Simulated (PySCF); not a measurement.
**`Cc1ccc([SiH3])cc1C=O`, C₈H₁₀OSi**

Geometry (Å), atoms numbered from 1 in this order:
```xyz
20

C    -2.727   -0.361    0.218
C    -1.233   -0.320    0.131
C    -0.529   -1.434   -0.330
C     0.861   -1.438   -0.426
C     1.621   -0.317   -0.063
Si    3.493   -0.303   -0.219
C     0.919    0.799    0.403
C    -0.477    0.817    0.504
C    -1.088    2.063    1.011
O    -2.266    2.272    1.163
H    -3.183    0.422   -0.406
H    -3.074   -0.156    1.241
H    -3.105   -1.341   -0.102
H    -1.088   -2.328   -0.621
H     1.361   -2.340   -0.791
H     4.104    0.367    0.970
H     3.989   -1.710   -0.314
H     3.928    0.440   -1.442
H     1.462    1.701    0.708
H    -0.334    2.855    1.263
```

Computed with PySCF, quadratic response CAM-B3LYP/aug-cc-pVDZ first hyperpolarisability, Taylor convention, gas phase. Geometry: PBE0-D3(BJ)/def2-SVP.

(1) Give the tensor of the second harmonic β(−2ω;ω,ω) at 1907 nm in the axes of these coordinates.

Results:

(1) In au, Taylor convention; rows are the first index (the induced dipole):
```csv
,xx,yy,zz,xy,xz,yz
x,-357.5,+67.6,-32.9,-41.8,+1.4,+46.8
y,-39.6,-108.8,-24.8,+68.9,+46.9,-59.4
z,+2.4,-59.2,+16.8,+47.1,-32.1,-25.1
```
Norm of βᵢ = ⅓ Σⱼ (βᵢⱼⱼ + βⱼᵢⱼ + βⱼⱼᵢ): 368.2 au, hyper-Rayleigh value 168.0 au.
